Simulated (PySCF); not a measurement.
Delta-SCF ions had no search for a lower state. Excitations are Tamm–Dancoff values on a coarser integration grid. The basis has no diffuse functions, so Rydberg states are missing or too high.

# C2H4B2, SMILES `B=BC=C` (charge 0, multiplicity 1)

These are TPSSh-D3(BJ)/def2-TZVP // CAM-B3LYP-D3(BJ)/def2-TZVP in PySCF 2.14.0 values and carry that method's errors.

```yaml
HOMO: -4.73 eV
dipole_moment: 1.58 D
HOMO–LUMO gap: 0.76 eV
LUMO: -3.97 eV
S1 excitation (TDA): 0.07 eV
S1 oscillator strength: 0.000
brightest of the four lowest singlets (TDA): 4.41 eV
T1 excitation (TDA): 2.43 eV
S1–T1 gap (TDA): -2.36 eV
vertical ionisation energy (Delta-SCF): 7.13 eV
total_energy: -128.2151 Ha
cost: around 4 core-minutes (rough)
```

```xyz
8

B      2.3430     0.0342     0.0588
B      0.8754    -0.1834    -0.2255
C     -0.5911    -0.3952    -0.4298
C     -1.4676     0.3210     0.2874
H      3.4806     0.2000     0.2819
H     -0.9745    -1.2131    -1.0336
H     -1.1398     1.1528     0.8982
H     -2.5260     0.0838     0.3089
```
Charge 0, spin multiplicity 1.
